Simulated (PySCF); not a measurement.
Structure from 2D NMR

Compound of formula C₆H₇FSi. Correlations simulated from computed shifts and the bond graph:

HSQC (one-bond C–H):
```
  δH     δC
6.17  141.2
2.20  107.9
1.97   22.8
1.38   20.0
```

COSY cross peaks (H two or three bonds apart, from the bond graph; peaks can be absent where the dihedral angle is near 90°):
```
  δH    δH
6.17  1.97
5.34  1.97
1.97  1.38
```

HMBC (two and three bonds, from the bond graph):
```
  δH                                     δC
6.17                      171.8, 22.8, 20.0
5.34  171.8, 141.2, 107.9, 85.1, 22.8, 20.0
2.20                                   85.1
1.97               171.8, 141.2, 85.1, 20.0
1.38                            141.2, 22.8
```

Carbons without hydrogens: δ 171.8, 85.1.

[PySCF: structure optimised with GFN2-xTB; PBE0/pcSseg-1 with gauge-including orbitals; no solvent model; rapidly exchanging positions averaged; a single conformation; no relativistic terms]

Shifts are taken against calculated references (same method and geometry level): ¹H (σref 31.72) and ¹³C (σref 186.93) against TMS.

Exchangeable hydrogens are left out of these lists.

Question: Work out the connectivity.

Answer: `C#C[Si@@H]1C(F)=C[C@@H]1C`.

Structure with atom numbers: `[CH:1]#[C:2][Si@@H:3]1[C:4]([F:5])=[CH:6][C@@H:7]1[CH3:8]`; H(Xn) means a hydrogen on atom n.

1. δC 171.8 is C4, a fully substituted alkene carbon.
2. δC 141.2 is C6, an alkene CH (δH 6.17).
3. δC 107.9 is C1, a terminal alkyne carbon (δH 2.20).
4. δC 85.1 is C2, an alkyne carbon.
5. δC 22.8 is C7, an allylic sp3 CH bonded to Si (δH 1.97).
6. δC 20.0 is C8, a methyl carbon (δH 1.38).
7. HMBC from δH 6.17 reaches the proton-free carbon C4.
8. HMBC from δH 5.34 reaches the proton-free carbons C4, C2.
9. HMBC from δH 2.20 reaches the proton-free carbon C2.
10. HMBC from δH 1.97 reaches the proton-free carbons C4, C2.
11. COSY links 6.17–1.97, 5.34–1.97, 1.97–1.38.

The shifts were computed for this structure.

Shifts are as computed. Against solution values, carbons near 30 ppm lie about +3 ppm off and those near 130 ppm about +5 ppm. Of 1309 compounds with measured shifts, 239 miss one by over three times the rms of a fit or turn the order of signals round; such compounds aren't used in these exercises.
